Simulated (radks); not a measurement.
Excited configurations of neutral bismuth: one electron is placed in a higher orbital outside [Hg] 6p2. The ground configuration is [Hg] 6p3. Method: non-relativistic Kohn-Sham, r2SCAN, spin-polarised, spherical densities, point nucleus; open shells are filled with parallel spins first (spin-orbit coupling, left out, can overturn this in heavy ions); meta-GGA in the generalised Kohn-Sham scheme; relativity is left out, which matters for an element this heavy; computed with a radial shooting solver on a logarithmic mesh with Libxc functionals. Excitation = E - E(ground); binding = E(ion) - E, where the ion is the core of charge +1; n* = 1/sqrt(2 binding) in atomic units, and the quantum defect is n - n*.

| outer orbital | excitation (eV) | binding (eV) | quantum defect | eigenvalue (eV) | <r> (bohr) |
|---|---|---|---|---|---|
| 6d | 7.010 | 1.946 | 3.356 | -0.673 | 7.469 |
| 7s | 5.929 | 3.028 | 4.880 | -1.862 | 7.085 |
| 7p | 6.850 | 2.107 | 4.459 | -1.243 | 9.299 |
| 7d | 7.809 | 1.147 | 3.556 | -0.613 | 15.94 |

The Delta-SCF ionisation energy is 8.956 eV (NIST Atomic Spectra Database: 7.286 eV, measured). Self-interaction in the functional shifts the binding energies and quantum defects, so they are the method's values and not measured ones. Relativity is left out here, which matters for elements this heavy. Open shells are spherical and high-spin; term and fine-structure splittings are not resolved.
